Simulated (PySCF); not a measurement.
Job file and geometry (Å, from GFN2-xTB) of an NMR shielding run on `C[Si@H]([Si@H]([Si@@H](C#C)Cl)N)[SiH3]`, C3H12ClNSi4, GIAO PBE0/pcSseg-1 NMR shielding, non-relativistic, gas phase in PySCF 2.14.0, density-fitted response routines; density fitting, a coarse starting grid and PySCF grid level 2 are the driver's defaults:

```
$ OMP_NUM_THREADS=1 python probes_run.py task.json out

{"job": {"kind": "nmr", "xc": "PBE0", "basis": "pcSseg-1"}, "charge": 0, "multiplicity": 1}
C      2.817402     1.621097     0.885600
C      2.650651     0.622836     0.235598
Si     2.322667    -0.937320    -0.713358
Cl     2.775499    -2.458080     0.589656
Si     0.077720    -1.097482    -1.285365
N     -0.133216     0.159284    -2.459065
Si    -1.457426    -0.574620     0.397037
C     -0.541322    -0.722922     2.062912
Si    -2.466983     1.512785     0.237211
H      2.979492     2.494960     1.449901
H      3.395155    -0.976721    -1.719383
H     -0.151432    -2.442851    -1.881907
H     -1.063811     0.392516    -2.763301
H      0.496195     0.233475    -3.241316
H     -2.519933    -1.610348     0.447743
H     -1.201571    -0.531725     2.903731
H     -0.122634    -1.715993     2.198705
H      0.281059    -0.014630     2.122305
H     -3.366558     1.580268    -0.921610
H     -3.286265     1.889335     1.394431
H     -1.493611     2.593078     0.060002
```

Problem. What does the program print?

Solution. 
```
coarse grid: 19880 points
cycle   1  E = -1793.4025408458  dE =  5.567e-01  |g| = 6.343e-01  |ddm| = 4.255e+00
cycle   2  E = -1793.3518183543  dE =  5.072e-02  |g| = 7.840e-01  |ddm| = 1.546e+00
cycle   3  E = -1793.4996002327  dE = -1.478e-01  |g| = 8.615e-02  |ddm| = 9.461e-01
cycle   4  E = -1793.5009482880  dE = -1.348e-03  |g| = 4.162e-02  |ddm| = 1.360e-01
cycle   5  E = -1793.5012881604  dE = -3.399e-04  |g| = 1.884e-02  |ddm| = 4.913e-02
cycle   6  E = -1793.5013744451  dE = -8.628e-05  |g| = 5.636e-03  |ddm| = 1.703e-02
cycle   7  E = -1793.5013817733  dE = -7.328e-06  |g| = 1.187e-03  |ddm| = 5.733e-03
final grid: 168536 points
cycle   8  E = -1793.5480649693  dE = -3.513e-05  |g| = 8.095e-03  |ddm| = 3.276e-02
cycle   9  E = -1793.5480548532  dE =  1.012e-05  |g| = 1.020e-02  |ddm| = 1.723e-02
cycle  10  E = -1793.5480794054  dE = -2.455e-05  |g| = 1.314e-03  |ddm| = 9.953e-03
cycle  11  E = -1793.5480796568  dE = -2.514e-07  |g| = 7.453e-04  |ddm| = 1.503e-03
cycle  12  E = -1793.5480797973  dE = -1.405e-07  |g| = 1.381e-04  |ddm| = 5.869e-04
cycle  13  E = -1793.5480798015  dE = -4.181e-09  |g| = 4.272e-05  |ddm| = 1.665e-04
cycle  14  E = -1793.5480798019  dE = -4.475e-10  |g| = 9.321e-06  |ddm| = 6.494e-05
converged SCF energy = -1793.5480798019

GIAO shielding tensors (ppm)
atom      isotropic    diamagn.    paramagn.     s11        s22        s33       span
  0 C       80.475     260.895    -180.421      0.041      5.627    235.755    235.714
  1 C       95.718     263.845    -168.127     -4.281      2.605    288.830    293.111
  2 Si     385.075     878.171    -493.096    348.973    369.091    437.163     88.191
  3 Cl     986.499    1148.183    -161.684    906.574    997.432   1055.491    148.916
  4 Si     394.423     880.493    -486.070    352.940    367.809    462.520    109.580
  5 N      267.188     316.989     -49.801    225.188    262.810    313.566     88.378
  6 Si     427.491     882.732    -455.242    396.515    427.815    458.143     61.628
  7 C      195.319     255.069     -59.750    187.476    197.203    201.278     13.802
  8 Si     463.097     881.524    -418.426    445.630    460.669    482.993     37.363
  9 H       29.399      33.444      -4.045     24.108     25.066     39.023     14.915
 10 H       25.987      26.510      -0.522     22.346     24.050     31.567      9.221
 11 H       26.185      29.097      -2.912     22.514     24.629     31.412      8.898
 12 H       32.066      31.985       0.081     23.600     29.552     43.046     19.447
 13 H       32.064      30.317       1.747     23.219     28.630     44.344     21.125
 14 H       27.428      30.303      -2.874     24.389     24.881     33.015      8.627
 15 H       31.417      30.802       0.615     25.755     28.532     39.963     14.208
 16 H       31.122      31.983      -0.862     26.023     29.111     38.232     12.210
 17 H       30.894      34.872      -3.978     26.162     28.777     37.743     11.581
 18 H       28.270      29.944      -1.674     24.486     26.313     34.010      9.524
 19 H       28.148      29.730      -1.582     24.565     25.647     34.231      9.666
 20 H       28.073      30.960      -2.887     24.322     27.061     32.835      8.513
```

Problem. Turn these shieldings into chemical shifts. Chemical shifts δ = σref − σ; TMS for $^{13}$C (σ = 186.93 ppm), $^{29}$Si (σ = 349.16 ppm), $^{1}$H (σ = 31.72 ppm); HCl for $^{35}$Cl (σ = 949.78 ppm); $^{15}$N (σ = 267.73 ppm) vs NH3, all at this level.

Solution. Averaging equivalent atoms: C 0: 106.5; C 1: 91.2; C 7: -8.4; Si 2: -35.9; Si 4: -45.3; Si 6: -78.3; Si 8: -113.9; Cl 3: -37; N 5: 0.5; H 10: 5.73; H 11: 5.53; H 14: 4.29; H 18/19/20: 3.55; H 9: 2.32; H 15/16/17: 0.57; H 12/13: -0.35 ppm. Experimental scales use liquid or dissolved standards, which lie at an offset from isolated NH3 (liquid NH3: subtract about 20 ppm).

Size and cost of the density-fitted run: 248 basis functions, 76 s wall time on 1 thread of an Arm Neoverse V2, shared host; peak memory 1.2 GiB.
